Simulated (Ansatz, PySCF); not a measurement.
Reaction (SMILES): CO[Si](C)(C)C [methoxy(trimethyl)silane] + 5 [H][H] (H2) -> 4 C (CH4) + O (H2O) + [SiH4] (SiH4)
Structures are relaxed separately at B3LYP-D3(BJ)/def2-TZVP in Ansatz (an electronic-structure program), one conformer each, not searched for the lowest. Frequencies are from Ansatz or PySCF.

Quantity: energy of full hydrogenation (enthalpy at 298 K, with B3LYP-D3(BJ) rigid-rotor harmonic-oscillator terms), in kcal/mol. Correlated levels leave the core frozen unless marked. Spin-orbit coupling is left out. Non-relativistic. Basis-set limits of correlation are two-point, X^-3; Hartree-Fock from the larger set. The bracket is a focal-point correction in the basis named.

RI-MP2/CBS(cc-pV(T+d)Z,cc-pV(Q+d)Z)+[CCSD(T)-MP2]/cc-pV(D+d)Z (Ansatz) gives -14.9 kcal/mol.

**Question.** Another calculation gave -17.9 kcal/mol. Which level was it?
(A) PBE0/def2-TZVPD (Ansatz)
(B) B2PLYP/def2-TZVPD (Ansatz)
(C) wB97M-V/def2-TZVPD (Ansatz)
(D) M06-2X/def2-TZVPD (PySCF)

**Answer.** B, B2PLYP/def2-TZVPD (Ansatz). The others give -6.9 (M06-2X), -20.8 (PBE0), -13.0 (wB97M-V) kcal/mol.
